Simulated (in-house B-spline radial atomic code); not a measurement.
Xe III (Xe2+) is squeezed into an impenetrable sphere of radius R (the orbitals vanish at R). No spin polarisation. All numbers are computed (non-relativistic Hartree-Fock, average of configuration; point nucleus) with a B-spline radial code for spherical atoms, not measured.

Energies in eV above the free ion in [Kr] 4d10 5s2 5p4:

```json
{"R (bohr)": "7.05", "highest level (eV)": "-31.1", "[Kr] 4d10 5s2 5p4": "0.004842", "[Kr] 4d10 4f1 5s2 5p3": "22.02", "[Kr] 4d10 4f1 5s1 5p4": "34.01", "-dE/dV in [Kr] 4d10 5s2 5p4 (GPa)": "0.0204"}
{"R (bohr)": "6.37", "highest level (eV)": "-31.1", "[Kr] 4d10 5s2 5p4": "0.02482", "[Kr] 4d10 4f1 5s2 5p3": "22.26", "[Kr] 4d10 4f1 5s1 5p4": "34.2", "-dE/dV in [Kr] 4d10 5s2 5p4 (GPa)": "0.125"}
{"R (bohr)": "4.89", "highest level (eV)": "-30.7", "[Kr] 4d10 5s2 5p4": "0.7333", "[Kr] 4d10 4f1 5s2 5p3": "23.79", "[Kr] 4d10 4f1 5s1 5p4": "35.7", "-dE/dV in [Kr] 4d10 5s2 5p4 (GPa)": "5.8"}
{"R (bohr)": "4.08", "highest level (eV)": "-29.2", "[Kr] 4d10 5s2 5p4": "4.196", "[Kr] 4d10 4f1 5s2 5p3": "27.87", "[Kr] 4d10 4f1 5s1 5p4": "40.13", "-dE/dV in [Kr] 4d10 5s2 5p4 (GPa)": "45.8"}
{"R (bohr)": "3.73", "highest level (eV)": "-27.5", "[Kr] 4d10 5s2 5p4": "8.737", "[Kr] 4d10 4f1 5s2 5p3": "32.57", "[Kr] 4d10 4f1 5s1 5p4": "45.26", "-dE/dV in [Kr] 4d10 5s2 5p4 (GPa)": "112"}
{"R (bohr)": "3.18", "highest level (eV)": "-22.1", "[Kr] 4d10 5s2 5p4": "27.3", "[Kr] 4d10 4f1 5s2 5p3": "50.53", "[Kr] 4d10 4f1 5s1 5p4": "64.59", "-dE/dV in [Kr] 4d10 5s2 5p4 (GPa)": "481"}
{"R (bohr)": "2.71", "highest level (eV)": "-10.8", "[Kr] 4d10 5s2 5p4": "72.85", "[Kr] 4d10 4f1 5s2 5p3": "92.75", "[Kr] 4d10 4f1 5s1 5p4": "109.2", "-dE/dV in [Kr] 4d10 5s2 5p4 (GPa)": "1810"}
{"R (bohr)": "2.15", "highest level (eV)": "26.2", "[Kr] 4d10 5s2 5p4": "252.1", "[Kr] 4d10 4f1 5s2 5p3": "255", "[Kr] 4d10 4f1 5s1 5p4": "277.3", "-dE/dV in [Kr] 4d10 5s2 5p4 (GPa)": "11000"}
{"R (bohr)": "1.71", "highest level (eV)": "116", "[Kr] 4d10 5s2 5p4": "764.7", "[Kr] 4d10 4f1 5s2 5p3": "717.7", "[Kr] 4d10 4f1 5s1 5p4": "748.4", "-dE/dV in [Kr] 4d10 5s2 5p4 (GPa)": "61300"}
{"R (bohr)": "1.52", "highest level (eV)": "199", "[Kr] 4d10 5s2 5p4": "1311", "[Kr] 4d10 4f1 5s2 5p3": "1213", "[Kr] 4d10 4f1 5s1 5p4": "1248", "-dE/dV in [Kr] 4d10 5s2 5p4 (GPa)": "144000"}
```

Task: Does [Kr] 4d10 4f1 5s2 5p3 fall below [Kr] 4d10 5s2 5p4 under compression?

Result: Yes, between R = 2.15 and 1.71 bohr the order changes (near 2.12 bohr by linear interpolation).

Task: Does [Kr] 4d10 4f1 5s1 5p4 fall below [Kr] 4d10 5s2 5p4 under compression?

Result: Yes, between R = 2.15 and 1.71 bohr the order changes (near 1.88 bohr by linear interpolation).

The highest level is first positive in the row R = 2.15 bohr, pushed up by confinement above the zero of the free ion's potential. Each configuration is held fixed and needn't be the lowest in the sphere.
